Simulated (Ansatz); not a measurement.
`[SiH3][CH]1[S][GeH2]1` + `N=CCl` → `[SiH3]/N=C/Cl` + `[CH2]1[S][GeH2]1`  (ligand exchange at the Si–C bond)

Calculated with Ansatz (gas phase, PBE0-D4/def2-TZVP geometries, no zero-point term in ΔE). CCSD(T)/CBS is the MP2 limit (def2-TZVPP, def2-QZVPP) plus CCSD(T) − MP2 in def2-TZVPP, frozen cores. This one scheme is used for every species. Functionals use def2-TZVPP. For Ge outer-core shells are correlated without core-valence functions, which leaves a few kJ/mol of doubt a bond. Scalar relativity is left out up to krypton. Each species was taken in one conformer, which may not be the lowest.

| species | ωB97M-V energy (Eh) |
| --- | --- |
| `[SiH3][CH]1[S][GeH2]1` | -2806.23313 |
| `N=CCl` | -554.23192 |
| `[SiH3]/N=C/Cl` | -844.92580 |
| `[CH2]1[S][GeH2]1` | -2515.55261 |

(1) Work out ΔE.

Largest T1 diagnostic among the species: 0.013.

## Answers

(1) ΔE = (-844.92580) + (-2515.55261) − (-2806.23313) − (-554.23192) = -0.01336 Eh = -35.1 kJ/mol. CCSD(T)/CBS gives -31.4 kJ/mol.

The D4 term adds +6.0 kJ/mol with B3LYP and +3.2 kJ/mol with PBE0; it sums over pairs of atoms, weighted by their polarisabilities, and B3LYP, whose exchange is more repulsive, gets the larger term. In def2-TZVPP, CCSD(T) changes the Hartree–Fock value by +16.0 kJ/mol (the triples alone add +1.7 kJ/mol) and MP2 by +14.8 kJ/mol.

B3LYP here is the variant with VWN-RPA as its local correlation; programs differ in this.
